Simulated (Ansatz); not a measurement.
Isolated molecules relaxed with PBE0-D4/def2-TZVP in Ansatz; ΔE leaves out vibrations. CBS: MP2 limit from def2 TZ/QZ plus the TZ coupled-cluster correction, frozen cores. This one scheme is used for every species. DFT in def2-TZVPP. One conformer a species, not always the lowest.

Reaction (ligand exchange at the Si–Cl bond): `[SiH3]C[SiH2]Cl` + H–F → `F[SiH2]C[SiH3]` + HCl

```tsv
level	ΔE (kJ/mol)
PBE-D4	-29.0
r2SCAN-D4	-37.3
```

**Question.** What does CCSD(T)/CBS give? (Estimate.)

**Answer.** Computed: -34.1 kJ/mol. The listed levels differ from it by 5.1, -3.2 kJ/mol.

Largest T1 diagnostic among the species: 0.011.

The D4 term adds +6.0 kJ/mol with B3LYP and +3.3 kJ/mol with PBE0; it sums over pairs of atoms, weighted by their polarisabilities, and B3LYP, whose exchange is more repulsive, gets the larger term. Leaving LDA and LC-ωPBE aside and taking each functional with its dispersion term where it has one, the values, not all of them listed here, spread over 18.8 kJ/mol, from CAM-B3LYP-D4 to revPBE-D4. In def2-TZVPP, CCSD(T) changes the Hartree–Fock value by +11.2 kJ/mol (the triples alone add +2.4 kJ/mol) and MP2 by +16.6 kJ/mol.

CCSD(T)/CBS has its own doubt, a few kJ/mol and more with outer-core shells, so smaller differences from it don't rank the levels.

B3LYP here is the variant with VWN-RPA as its local correlation; programs differ in this.
